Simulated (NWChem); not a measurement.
System: SiHI₂, doublet; SMILES I[SiH]I

All runs: NWChem. Spin-unrestricted. In the optimisation the excess spin sits in a' (Cs, its own frame). All runs use the structure optimised with PBE-D3(BJ)/def2-SVP, spin-unrestricted. No stability test was run on the SCF state. def2 effective core potentials on I; no spin-orbit coupling.

For level PBE/def2-SVP:

```
Property                                                     Result
-----------------------------------------------------------  ------
highest occupied level (eV)                                   -5.48
lowest empty minus highest occupied level, either spin (eV)    1.14
dipole (D)                                                     0.59
```

Question: What are these values for level B3LYP/def2-SVP?

Answer: 
| Property | Value |
|---|---|
| highest occupied level (eV) | -6.30 |
| lowest empty minus highest occupied level, either spin (eV) | 2.41 |
| dipole (D) | 0.75 |
